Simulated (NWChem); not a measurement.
Molecule: CH$_{4}$BFO$_{2}$; SMILES OB(F)OC

```xyz
9

B     -0.0237     0.5115    -0.0001
F     -0.7397     1.6393     0.0002
O      1.3328     0.5697    -0.0001
H      1.6584     1.4748    -0.0003
O     -0.6969    -0.6519    -0.0004
C     -0.0507    -1.8990     0.0003
H     -0.3509    -2.4664     0.8951
H     -0.3607    -2.4720    -0.8876
H      1.0452    -1.7967    -0.0060
```
Atoms are numbered in this order, from 1.

Program: NWChem. Pople sets run with spherical d functions. The geometry was optimised at PBE0/def2-SVP. B3LYP is NWChem's, with the RPA form of VWN correlation. Vertical excitations in the gas phase; the lowest state need not have the same character in each row.

```csv
level,"lowest excitation, singlet (eV)",oscillator strength of that lowest state,"lowest state with f > 0.02, singlet (eV)",orbital gap (eV)
"PBE/6-31G*, full TDDFT",[?],0.001,[?],[?]
"B3LYP/6-31G*, full TDDFT",8.88,0.003,9.70,10.02
"BHandHLYP/6-31G*, full TDDFT",9.91,0.009,10.74,13.20
"LRC-wPBEh/6-31G*, full TDDFT",9.57,0.007,10.17,14.41
```

Q: Fill in the missing entries.

A: 
- PBE/6-31G*, full TDDFT, lowest excitation, singlet (eV): 8.05
- PBE/6-31G*, full TDDFT, lowest state with f > 0.02, singlet (eV): 9.26
- PBE/6-31G*, full TDDFT, orbital gap (eV): 7.98
